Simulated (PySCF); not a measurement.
SnBi at UHF-CCSD(T)

Computed with UHF-CCSD(T); basis Sn cc-pVDZ-PP with ECP28, Bi cc-pVDZ-PP with ECP60; scalar-relativistic core potentials; PySCF 2.14.

| Quantity | Value |
| --- | --- |
| state | ²Π (doublet), unpaired electrons π ↑ |
| bond length | 2.770 Å |
| harmonic wavenumber | 177 cm⁻¹ |
| force constant | 1.41 mdyn/Å |
| rotational constant Be | 0.02883 cm⁻¹ |
| anharmonicity ωexe | 0.442 cm⁻¹ |
| vibration–rotation constant αe | 7.61e-05 cm⁻¹ |
| well depth De to Sn + Bi | 36.9 kcal/mol |
| dissociation energy D0 | 36.7 kcal/mol |

Correlated steps freeze 8 core orbitals. Correlated levels converge slowly with the basis: in double zeta they bind strong bonds too weakly, by up to about 1 eV, and carry superposition errors of some tenths. These are scalar-relativistic numbers at best; spin–orbit coupling would shift them, the dissociation energy most. The state is the lowest determinant that a PBE0 search found; another state may lie lower at other levels.
